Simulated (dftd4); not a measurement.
ITl, singlet, geometry from GFN2-xTB (such geometries of metal compounds can be far from the true shape); D4 for blyp (dftd4).

The dftd4 input:
```
$ dftd4 mol.xyz --func blyp --charge 0 --json dftd4.json --noedisp

# file mol.xyz
2

Tl    -0.00000000    -0.00000000    -1.11644266
I      0.00000000     0.00000000     1.70626142
```

Output, abridged:

```
                    ____  _____ _____     ____  _  _
      -------------|  _ \|  ___|_   _|---|  _ \| || |------------
     |             | | | | |_    | | ___ | | | | || |_           |
     |             | |_| |  _|   | ||___|| |_| |__   _|          |
     |             |____/|_|     |_|     |____/   |_|            |
     |             ===================================           |
     |            E. Caldeweyher, S. Ehlert & S. Grimme          |
     |          Mulliken Center for Theoretical Chemistry        |
     |                    University of Bonn                     |
      -----------------------------------------------------------

Rational (Becke-Johnson) damping: blyp-D4-ATM
---------------------
  s6         1.0000
  s8         2.3408
  s9         1.0000
  a1         0.4449
  a2         4.0933
 alp        16.0000
--------------------

Dispersion energy:      -4.0855105926294E-03 Eh

[Info] JSON dump of results written to 'dftd4.json'
```
